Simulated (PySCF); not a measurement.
Species: ZnMe(vinyl), C3H6Zn (singlet state).
Cartesian coordinates in Å at the PBE0-D3(BJ)/def2-SVP level; atoms count from 1:
```
atom  x, y, z in Å
Zn1   -0.0717   -0.3363    0.4217
C2    -0.0581   -0.3186    2.3642
H3    -0.7257    0.4626    2.7631
H4     0.9520   -0.1238    2.7593
H5    -0.3952   -1.2833    2.7774
C6    -0.0826   -0.3413   -1.5164
C7     0.1974    0.7277   -2.2757
H8    -0.3348   -1.2618   -2.0649
H9     0.4630    1.7042   -1.8506
H10    0.1804    0.6937   -3.3737
```

Theory: delta-SCF UKS SCAN, pcX-2 on the ionised atom (unc-x2c-TZVPall on a metal), pcseg-1 elsewhere, spin-free X2C in PySCF. Binding energies are ΔSCF values: E(core-ionised, relaxed orbitals) − E(ground state) at a fixed geometry, referred to the vacuum level.

One binding energy is withheld.

```csv
atom(s),bonded to,level,binding energy (eV)
C2,3 H and Zn,C 1s,289.59
C6,"C, H and Zn",C 1s,?
C7,C and 2 H,C 1s,290.14
```

Task: What is the C 1s binding energy of C6?

Result: 289.55 eV (carbon bonded to C, Zn and H). The nearest listed C 1s value is that of C2; the shift against it is -0.04 eV.

The listed C 1s values span 0.59 eV, from C6 (bonded to C, H and Zn) to C7 (bonded to C and 2 H). The values 289.55 and 289.59 eV lie too close for their order to be trusted.

Task: Express the binding energy of C 1s of C2 in atomic units and per mole.

Result: 289.59 eV = 10.6422 Eh = 27941 kJ/mol.

Not every level is listed. No level of zinc is listed. Geometry: PBE0-D3(BJ)/def2-SVP; no solvent, vibrations or thermal averaging. Metal 2p energies of this one-determinant scheme are less reliable than its 1s energies.
